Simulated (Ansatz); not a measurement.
`C[B](C)[InH2]` + `BC1CO1` → `BC1(C)CO1` + `C[BH][InH2]` at 500 K and 1 bar (formal exchange of groups at a C–B bond).

Program: Ansatz. Geometries: PBE0-D4/def2-TZVP. ΔE: electronic, gas phase. CCSD(T)/CBS is the MP2 limit (def2-TZVPP, def2-QZVPP) plus CCSD(T) − MP2 in def2-TZVPP, frozen cores. Elements past krypton have def2 core potentials. For In outer-core shells are correlated without core-valence functions, which leaves a few kJ/mol of doubt a bond.

```csv
species,CCSD(T)/CBS energy (Eh),H − E (kJ/mol),S (J/(mol·K))
`C[B](C)[InH2]`,-295.49461,282.0,436.0
`BC1CO1`,-179.00293,211.9,325.7
`BC1(C)CO1`,-218.26931,294.4,371.5
`C[BH][InH2]`,-256.21482,196.8,386.1
```

H − E and S are ideal-gas, rigid-rotor, harmonic terms from PBE0-D4/def2-TZVP, for one conformer and one mirror image of each species. 1 Eh = 2625.50 kJ/mol, R = 8.31446 J/(mol·K).

Q: By hand: ΔE, ΔH, ΔS and ΔG.

A: ΔE = (-218.26931) + (-256.21482) − (-295.49461) − (-179.00293) = 0.01341 Eh = 35.2 kJ/mol. Δ(H − E) = 294.4 + 196.8 − 282.0 − 211.9 = -2.7, so ΔH = 32.5 kJ/mol. ΔS = 371.5 + 386.1 − 436.0 − 325.7 = -4.1 J/(mol·K). ΔG = 32.5 − 500 × (-4.1)/1000 = 34.5 kJ/mol.

Q: By hand: the equilibrium constant, and the temperature at which ΔG would vanish if ΔH and ΔS stayed fixed.

A: log₁₀ K = −ΔG/(RT ln 10) = -3.6. ΔH and −TΔS have one sign here, so there is no such temperature. One of them is within its doubt of zero, so this could turn.

The number of gas molecules stays the same, so ΔS is small and ΔH decides. A doubt of 5 kJ/mol in ΔE shifts log₁₀ K by 0.5 here. Other conformers and mirror images would add mixing entropy, several J/(mol·K) or more a flexible species. These are equilibria of isolated gas molecules and say nothing of rates. Largest T1 diagnostic: 0.014 (customary marks: 0.02 for closed shells, 0.045 for open ones).
